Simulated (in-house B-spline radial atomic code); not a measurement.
A fraction x of an electron is moved 5p → 4f in Te2+, starting from [Kr] 4d10 5s2 5p2 and keeping the highest spin. Level of theory: scalar-relativistic (X2C) TPSSh, spin-polarised, spherical fractional occupations, Fermi nucleus of rms radius 4.7423 fm; calculated with an all-electron radial atomic-structure program (B-spline basis).

Caution: exact exchange at fractional occupations of open shells leaves self-interaction of up to several eV.

```
    x  E(x) - E(0) (eV)  5p up level (eV)  4f up level (eV)
    0            0.0000           -23.320                 -
0.125            2.3067           -23.705            -5.189
 0.25            4.6334           -24.052            -5.345
0.375            6.9818           -24.366            -5.506
  0.5                 ?                 ?                 ?
0.625           11.7231           -24.907            -5.859
 0.75           14.1075           -25.140            -6.041
0.875                 ?                 ?                 ?
    1           18.8887           -25.536            -6.397
```

**Question.** What belongs in the row x = 0.5?

**Answer.** An energy change of 9.3466 eV; 5p up at -24.650 eV, 4f up at -5.680 eV.

**Question.** What belongs in the row x = 0.875?

**Answer.** An energy change of 16.4969 eV; 5p up at -25.348 eV, 4f up at -6.221 eV.

**Question.** Check Janak's theorem between x = 0.125 and 0.25.

**Answer.** The slope of the energy is 18.61 eV; the orbital levels give 18.61 eV (ε of the receiving orbital less ε of the emptying one, averaged over the two points).
